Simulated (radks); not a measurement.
Values are calculated unless marked as measured or tabulated.
Task: Radial electron density D(r) = 4 pi r^2 rho(r) of an atom or ion with 53 electrons. Level of theory: scalar-relativistic Kohn-Sham, exchange-only LDA, spin-polarised, spherical densities, finite nucleus; Fermi nuclear charge, rms radius of each element as measured or else 0.836 A^(1/3) + 0.57 fm (a radial shooting solver on a logarithmic mesh with Libxc functionals).

r (bohr),D(r) (e/bohr),spin D(r)
0.001131,2.411,0.000743
0.001596,4.328,0.00133
0.002269,7.713,0.00236
0.003227,13.34,0.00404
0.004552,21.85,0.00651
0.006472,34.12,0.00990
0.009203,48.97,0.0135
0.01298,62.34,0.0157
0.01846,68.80,0.0146
0.02625,65.03,0.0119
0.03702,59.95,0.0178
0.05264,69.26,0.0423
0.07485,87.18,0.0567
0.1056,82.20,0.0121
0.1501,63.73,0.00219
0.2135,72.04,0.117
0.3011,64.68,0.0515
0.4282,29.58,0.0680
0.6088,26.75,0.281
0.8588,23.92,-0.0229
1.221,9.716,0.527
1.723,4.665,1.32
2.449,2.688,0.819
3.483,0.7495,0.157
4.912,0.07946,0.00788
6.985,0.008278,0.00612
9.932,0.02536,0.0253
14.01,0.06326,0.0633
19.92,0.06290,0.0629
28.33,0.01376,0.0138
39.96,0.0005028,0.000503

What is the nuclear charge?

Result: Z = 53. The innermost maximum, from 1s, lies near gamma/Z bohr with gamma = sqrt(1 - (Z/c)^2) = 0.922, here 0.0174 bohr (found: 0.0191), and its height grows with Z. The density is that of neutral iodine in [Kr] 4d10 5s1 5p5 4f1; the configuration itself is not fixed sharply by these data, and Z only to a few units. D(r) has 5 maxima, at r = 0.0191, 0.0844, 0.243, 0.698, 16.8 bohr, and minima at 0.0370, 0.160, 0.511, 6.99 bohr, inside which lie 1.98, 11.21, 28.97, 52.01 electrons.
